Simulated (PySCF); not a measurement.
Gas-phase reaction: 2 H2 + 3 SnF2 → 2 SnF3 + SnH4

Energies from PySCF, thermal terms from the rigid-rotor harmonic-oscillator model, ideal gas at 1 bar. † marks an energy on the PBE0/def2-TZVP geometry and frequencies. CCSD(T) freezes the core. Open shells (unrestricted): SnF3 (multiplicity 2); the rest are closed-shell singlets. Sn: scalar-relativistic def2 core potential, no spin-orbit coupling. SnF3: computed as isolated molecules; such fragments, hydroxides, amides, oligomers or adducts are transient or little studied in the gas. CCSD(T) isn't extrapolated to the basis-set limit; its ΔH°(298 K) is 281.9 kJ in def2-SVP and 308.0 kJ in def2-TZVPP. The harmonic model lacks anharmonicity and excited electronic states, which grow with temperature; levels with a mode under 35 cm⁻¹ are left out.

| level | ΔE electronic, kJ | ΔH°(298 K), kJ | ΔS°(298 K), J/K | ΔG°(1000 K), kJ |
|---|---|---|---|---|
| BLYP/def2-TZVP† | 388 | 396 | -246 | 644 |
| CCSD(T)/def2-SVP† | 274 | 282 | -246 | 530 |
| M06-2X/def2-TZVP† | 291 | 298 | -246 | 547 |
| PBE/def2-TZVP† | 326 | 334 | -246 | 582 |
| PBE0/def2-SVP† | 275 | 283 | -246 | 531 |
ΔH° is lowest at CCSD(T)/def2-SVP† and highest at BLYP/def2-TZVP†. No reference value is set beside these.
